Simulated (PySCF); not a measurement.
Record of a relaxation.

C2H6Cl2Se.
SMILES with atom numbers: `[CH3:1][Se:2]([CH3:3])([Cl:4])[Cl:5]` (hydrogens: H6, H7, H8 on C1; H9, H10, H11 on C3)

Method: PySCF, PBE0-D3(BJ)/def2-SVP geometry optimisation, gas phase; density fitting, grid level 1; the optimiser is geomeTRIC in internal coordinates, started from a GFN2-xTB structure with every atom displaced at random (about 0.01 Å). 10 of its 12 geometries are shown. The frame can shift and turn from step to step; on so coarse a grid that alone can change the energy by a few meV, and forces under 0.02 eV/Å are noise.

Step 0: E = -92529.8647 eV, largest atomic force 2.010 eV/Å
```
atom  x, y, z in Å  |  force x, y, z in eV/Å
C1     -1.216   -0.506    0.317   -0.884   1.804   0.068
Se2    -0.080    0.733   -0.660   -0.037  -1.288  -1.038
C3      1.485   -0.477   -0.344    0.489   0.993   1.313
Cl4    -1.954    2.261   -0.715   -0.689   0.410  -0.001
Cl5     0.717    2.078    0.781    0.546   0.587   0.850
H6     -1.001   -1.492    0.008    0.548  -1.505  -0.411
H7     -1.020   -0.336    1.372    0.123  -0.064   0.358
H8     -2.253   -0.217    0.083    0.218   0.032  -0.003
H9      1.379   -1.347   -0.944   -0.305  -1.145  -0.930
H10     2.402    0.048   -0.630    0.058   0.148  -0.123
H11     1.580   -0.769    0.715   -0.069   0.030  -0.083
```

Step 1: E = -92530.0268 eV, largest atomic force 0.508 eV/Å
```
atom  x, y, z in Å  |  force x, y, z in eV/Å
C1     -1.215    0.411    1.375    0.097  -0.478  -0.143
Se2    -0.019    1.559    0.395    0.233   0.328   0.308
C3      1.545    0.384    0.803   -0.081  -0.336  -0.287
Cl4    -1.946    3.177    0.350    0.015  -0.006   0.004
Cl5     0.829    2.949    1.934   -0.164  -0.159  -0.245
H6     -0.978   -0.632    1.078   -0.093   0.327   0.152
H7     -1.029    0.563    2.446    0.002   0.036  -0.010
H8     -2.223    0.728    1.096   -0.070   0.026   0.002
H9      1.420   -0.522    0.173    0.040   0.202   0.138
H10     2.453    0.918    0.500    0.033   0.047  -0.006
H11     1.600    0.109    1.862   -0.011   0.013   0.088
```

Step 2: E = -92530.0340 eV, largest atomic force 0.292 eV/Å
```
atom  x, y, z in Å  |  force x, y, z in eV/Å
C1     -1.213    0.409    1.376   -0.001  -0.111  -0.053
Se2    -0.008    1.564    0.404    0.040   0.200   0.144
C3      1.548    0.373    0.797    0.015  -0.022   0.018
Cl4    -1.936    3.179    0.353   -0.059  -0.002  -0.025
Cl5     0.797    2.970    1.931   -0.002  -0.239  -0.167
H6     -0.976   -0.629    1.097    0.003   0.052   0.034
H7     -1.034    0.573    2.446   -0.011   0.035   0.004
H8     -2.221    0.724    1.089    0.012   0.020   0.006
H9      1.422   -0.521    0.163   -0.013   0.050   0.021
H10     2.459    0.909    0.500    0.005   0.008   0.013
H11     1.600    0.092    1.857    0.012   0.009   0.005
```

Step 4: E = -92530.0400 eV, largest atomic force 0.078 eV/Å
```
atom  x, y, z in Å  |  force x, y, z in eV/Å
C1     -1.211    0.409    1.373   -0.041   0.065   0.011
Se2    -0.008    1.569    0.403    0.025   0.006   0.026
C3      1.546    0.372    0.799    0.028   0.032   0.000
Cl4    -1.946    3.179    0.349   -0.014  -0.015  -0.001
Cl5     0.809    2.944    1.922    0.002  -0.006  -0.004
H6     -0.967   -0.628    1.111    0.023  -0.044  -0.007
H7     -1.040    0.592    2.442   -0.017   0.012   0.000
H8     -2.218    0.721    1.078   -0.003  -0.008  -0.002
H9      1.422   -0.519    0.165   -0.002  -0.032  -0.019
H10     2.457    0.911    0.509    0.003  -0.011   0.002
H11     1.594    0.094    1.861   -0.004   0.002  -0.007
```

Step 5: E = -92530.0404 eV, largest atomic force 0.116 eV/Å
```
atom  x, y, z in Å  |  force x, y, z in eV/Å
C1     -1.218    0.415    1.375    0.062  -0.098   0.000
Se2    -0.004    1.565    0.409    0.021   0.044  -0.017
C3      1.555    0.369    0.797   -0.047  -0.032  -0.024
Cl4    -1.950    3.167    0.350   -0.021   0.022  -0.010
Cl5     0.804    2.946    1.926    0.015  -0.032  -0.012
H6     -0.968   -0.626    1.123   -0.013   0.053   0.039
H7     -1.063    0.609    2.444   -0.009   0.004  -0.003
H8     -2.221    0.725    1.065   -0.013  -0.003  -0.019
H9      1.431   -0.523    0.160   -0.002   0.040   0.025
H10     2.465    0.908    0.505    0.007   0.014  -0.009
H11     1.607    0.088    1.856    0.000  -0.011   0.030
```

Step 6: E = -92530.0413 eV, largest atomic force 0.049 eV/Å
```
atom  x, y, z in Å  |  force x, y, z in eV/Å
C1     -1.215    0.415    1.375    0.025  -0.041  -0.008
Se2    -0.003    1.568    0.408   -0.005  -0.005  -0.016
C3      1.552    0.368    0.798   -0.016  -0.009  -0.016
Cl4    -1.953    3.170    0.345   -0.004   0.003   0.000
Cl5     0.806    2.944    1.924    0.016   0.000   0.009
H6     -0.957   -0.626    1.132   -0.007   0.033   0.024
H7     -1.066    0.616    2.444   -0.006   0.008  -0.002
H8     -2.218    0.717    1.058   -0.007  -0.008  -0.013
H9      1.426   -0.522    0.161   -0.001   0.022   0.015
H10     2.464    0.906    0.508    0.005   0.003  -0.004
H11     1.600    0.087    1.858   -0.001  -0.005   0.012
```

Step 7: E = -92530.0421 eV, largest atomic force 0.053 eV/Å
```
atom  x, y, z in Å  |  force x, y, z in eV/Å
C1     -1.212    0.416    1.375   -0.004   0.002  -0.014
Se2     0.000    1.570    0.408   -0.029  -0.037  -0.023
C3      1.551    0.367    0.800    0.009   0.008  -0.003
Cl4    -1.957    3.167    0.338    0.016  -0.009   0.010
Cl5     0.808    2.944    1.923    0.013   0.027   0.025
H6     -0.940   -0.626    1.156    0.000   0.008   0.011
H7     -1.083    0.639    2.442   -0.007   0.012  -0.001
H8     -2.214    0.703    1.038    0.000  -0.012  -0.005
H9      1.423   -0.522    0.162    0.001   0.003   0.003
H10     2.465    0.902    0.511    0.001  -0.005   0.002
H11     1.597    0.084    1.860    0.001   0.002  -0.004
```

Step 9: E = -92530.0444 eV, largest atomic force 0.081 eV/Å
```
atom  x, y, z in Å  |  force x, y, z in eV/Å
C1     -1.212    0.420    1.372   -0.030   0.050  -0.017
Se2     0.010    1.564    0.404   -0.063  -0.046  -0.024
C3      1.558    0.366    0.809    0.036   0.017   0.021
Cl4    -1.970    3.139    0.313    0.048  -0.021   0.022
Cl5     0.806    2.949    1.914   -0.005   0.044   0.021
H6     -0.875   -0.620    1.275    0.015  -0.035  -0.012
H7     -1.185    0.746    2.420   -0.009   0.014  -0.002
H8     -2.197    0.622    0.939    0.006  -0.007   0.012
H9      1.427   -0.524    0.175    0.004  -0.027  -0.011
H10     2.475    0.896    0.520   -0.006  -0.006   0.009
H11     1.599    0.085    1.871    0.004   0.017  -0.019
```

Step 10: E = -92530.0458 eV, largest atomic force 0.045 eV/Å
```
atom  x, y, z in Å  |  force x, y, z in eV/Å
C1     -1.214    0.418    1.370   -0.017   0.034  -0.005
Se2     0.011    1.556    0.400   -0.041  -0.015  -0.010
C3      1.565    0.369    0.817    0.024   0.006   0.017
Cl4    -1.973    3.120    0.302    0.034  -0.013   0.013
Cl5     0.800    2.956    1.903   -0.012   0.020   0.001
H6     -0.849   -0.616    1.337    0.014  -0.031  -0.011
H7     -1.243    0.796    2.400   -0.007   0.009  -0.002
H8     -2.187    0.573    0.890    0.003  -0.003   0.008
H9      1.439   -0.527    0.189    0.005  -0.022  -0.007
H10     2.480    0.900    0.524   -0.005  -0.001   0.006
H11     1.607    0.097    1.880    0.003   0.015  -0.011
```

Step 11: E = -92530.0461 eV, largest atomic force under 0.02 eV/Å
```
atom  x, y, z in Å  |  force x, y, z in eV/Å
C1     -1.217    0.413    1.366    0.003   0.005   0.011
Se2     0.011    1.544    0.394   -0.004   0.013   0.004
C3      1.574    0.375    0.828    0.003  -0.005   0.004
Cl4    -1.976    3.094    0.288    0.002  -0.001  -0.005
Cl5     0.788    2.968    1.884   -0.009  -0.008  -0.013
H6     -0.821   -0.610    1.403    0.003  -0.009  -0.006
H7     -1.307    0.845    2.371    0.001  -0.001   0.000
H8     -2.174    0.513    0.841   -0.001  -0.002  -0.001
H9      1.456   -0.532    0.214    0.003  -0.005   0.004
H10     2.485    0.911    0.528   -0.002   0.004  -0.001
H11     1.618    0.121    1.895    0.000   0.008   0.003
```

**Question.** Summarise the path.

**Answer.** The energy falls by 0.1814 eV from step 0 to step 11; nine tenths of that is first reached at step 2. It falls at every step. The largest force goes from 2.010 to under 0.02 eV/Å. Among the bonds Se2–Cl4 changes most, from 2.419 to 2.522 Å; the atoms move by 0.179 Å rms after alignment.

**Question.** Follow the three bonds and two angles with the largest change from start to end.

**Answer.** 
| step | E above end (eV) | largest force (eV/Å) | Se2–Cl4 (Å) | Se2–Cl5 (Å) | C1–H6 (Å) | C1–Se2–Cl4 (°) | Se2–C3–H9 (°) |
| --- | --- | --- | --- | --- | --- | --- | --- |
| 0 | 0.1814 | 2.010 | 2.419 | 2.126 | 1.055 | 87.8 | 109.1 |
| 1 | 0.0193 | 0.508 | 2.517 | 2.241 | 1.110 | 85.2 | 106.0 |
| 2 | 0.0121 | 0.292 | 2.515 | 2.226 | 1.101 | 85.2 | 106.3 |
| 3 | 0.0079 | 0.221 | 2.518 | 2.205 | 1.093 | 85.0 | 106.3 |
| 4 | 0.0061 | 0.078 | 2.520 | 2.206 | 1.097 | 85.2 | 106.4 |
| 5 | 0.0057 | 0.116 | 2.521 | 2.205 | 1.101 | 84.5 | 106.4 |
| 6 | 0.0048 | 0.049 | 2.524 | 2.202 | 1.100 | 84.7 | 106.4 |
| 7 | 0.0040 | 0.053 | 2.527 | 2.199 | 1.099 | 84.6 | 106.3 |
| 8 | 0.0030 | 0.085 | 2.530 | 2.197 | 1.098 | 84.3 | 106.2 |
| 9 | 0.0017 | 0.081 | 2.531 | 2.198 | 1.097 | 83.8 | 106.0 |
| 10 | 0.0003 | 0.045 | 2.528 | 2.200 | 1.097 | 83.4 | 106.0 |
| 11 | 0.0000 | under 0.02 | 2.522 | 2.203 | 1.098 | 83.1 | 106.0 |

The cost below is that of the whole optimisation. Time: 96 s; peak memory 0.54 GiB. Hardware: an Arm Neoverse V1 with one thread, no GPU, on a shared host.
